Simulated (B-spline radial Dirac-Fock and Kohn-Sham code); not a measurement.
**Binding energies of Hf at several levels of theory**

System: the Hf atom in the configuration [Xe] 4f14 5d2 6s1 6p1 (not the ground configuration).

The density-functional columns are spherical, spin-unpolarised Dirac-Kohn-Sham results without Breit or QED terms: −ε is minus the orbital energy of the initial state and ΔSCF the difference of two total energies. The reference in the last column comes from Dirac-Fock ΔSCF + Breit + QED. All numbers are from a radial B-spline solver, in eV; a selection of levels is shown. For the 1s level of heavy atoms much of the gap between ΔSCF and the reference is the Breit and QED part, -318.6 eV here; for other levels the error of the functional can be larger.

```
     level   LDA −ε  LDA ΔSCF  Dirac-Fock
    K (1s)  65123.8   65655.0     65348.0
   L1 (2s)  11133.4   11227.8     11286.0
L2 (2p1/2)  10639.3   10761.5     10746.6
L3 (2p3/2)   9448.8    9554.4      9568.2
   M1 (3s)   2537.2    2562.3      2613.4
M2 (3p1/2)   2317.1    2344.2      2376.4
M3 (3p3/2)   2062.1    2086.5      2120.5
M4 (3d3/2)   1687.2    1717.3      1724.4
M5 (3d5/2)   1631.5    1660.6      1669.8
   N1 (4s)    511.6     522.1       550.2
N2 (4p1/2)    421.4     431.8       452.6
N3 (4p3/2)    362.8     372.8       394.3
N4 (4d3/2)    213.9     223.7       233.8
N5 (4d5/2)    203.2     212.8       223.1
N6 (4f5/2)    19.43     27.96       23.73
N7 (4f7/2)    17.68     26.12       22.08
O2 (5p1/2)    42.81     48.56       47.50
O3 (5p3/2)    34.96     40.39       39.74
 O4,5 (5d)     4.08      7.92        6.62
   P1 (6s)     6.18      9.06        7.71
 P2,3 (6p)     2.18      4.31        3.61
```

Values without a named source are computed, but for edge energies of neutral atoms, which are taken from tables.
